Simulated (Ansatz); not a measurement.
`[GaH2][B]1B[SiH2]1` and `B1B[SiH2]1` differ in one atom or group.

Ansatz, PBE0-D4/def2-TZVP geometries, multiplicity 1. 

Scalar relativity is left out up to krypton.

```
                                      property  `[GaH2][B]1B[SiH2]1`
         HOMO energy (ωB97M-V/def2-TZVPP) / eV                 -8.99
            HOMO energy (PBE0/def2-TZVPP) / eV                 -7.04
         LUMO energy (ωB97M-V/def2-TZVPP) / eV                 -0.33
            LUMO energy (PBE0/def2-TZVPP) / eV                 -2.22
zero-point energy (PBE0-D4/def2-TZVP) / kJ/mol                 118.6
size of the dipole moment (PBE/def2-TZVPP) / D                  1.44
```

Q: Give the same properties after the change, and the shifts. (An estimate is asked.)

A: The calculation gave: 
| property | `B1B[SiH2]1` | shift |
| --- | --- | --- |
| HOMO energy (ωB97M-V/def2-TZVPP) / eV | -8.99 | 0.00 |
| HOMO energy (PBE0/def2-TZVPP) / eV | -7.02 | 0.02 |
| LUMO energy (ωB97M-V/def2-TZVPP) / eV | -0.06 | 0.27 |
| LUMO energy (PBE0/def2-TZVPP) / eV | -1.92 | 0.30 |
| zero-point energy (PBE0-D4/def2-TZVP) / kJ/mol | 101.9 | -16.7 |
| size of the dipole moment (PBE/def2-TZVPP) / D | 1.58 | 0.14 |

The zero-point energy changes by -16.7 kJ/mol with -6 modes. Dipoles are sizes alone; their direction can turn.
